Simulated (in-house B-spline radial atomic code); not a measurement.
**Ionising Mn2+ with different functionals**

Computed with an all-electron radial atomic-structure program (B-spline basis): four-component Dirac-Coulomb Hamiltonian, Fermi nucleus of rms radius 3.7057 fm, spin-restricted, spherical fractional occupations for the functionals. The ionisation energy is the difference of two self-consistent energies, [Ar] 3d5 → [Ar] 3d4, without Breit or QED terms; ε is the level of the shell that loses the electron (mean over j). The electron is taken from both j subshells in proportion to 2j + 1, so the result is a j average, not the step between ground levels.

Hybrids are left out here: with spherical fractional occupations of an open shell their exact exchange keeps a self-interaction that integer-occupation calculations don't have.

```tsv
method	rung	ΔSCF (eV)	-ε(3d) (eV)
LDA VWN5	LDA	32.82	24.63
relativistic LDA	LDA	?	?
LDA PW92	LDA	32.82	24.62
LDA exchange-only	LDA	31.21	23.11
PBE	GGA	32.52	24.32
PBEsol	GGA	?	?
BLYP	GGA	32.52	24.34
RPBE	GGA	32.43	24.22
PW91	GGA	32.62	24.41
BP86	GGA	32.58	24.39
AM05	GGA	32.48	24.28
OLYP	GGA	32.59	24.32
```

(1) What does relativistic LDA give?

(2) What does PBEsol give?

(3) How do they compare with the NIST value?

Answers

(1) ΔSCF 32.84 eV, and -ε(3d) = 24.64 eV.

(2) ΔSCF 32.48 eV, and -ε(3d) = 24.28 eV.

(3) NIST lists 33.67 eV ± 0.012 (measured, ground level to ground level). Errors run from -2.46 to -0.83 eV. The correlated functionals all miss on the same side by more than they spread, so the cause is common to them (Breit-QED terms, spin polarisation, the choice among j levels, multiplet and fine-structure energies, or a listed next ion that isn't the cheapest removal here) and closeness doesn't rank the functionals.
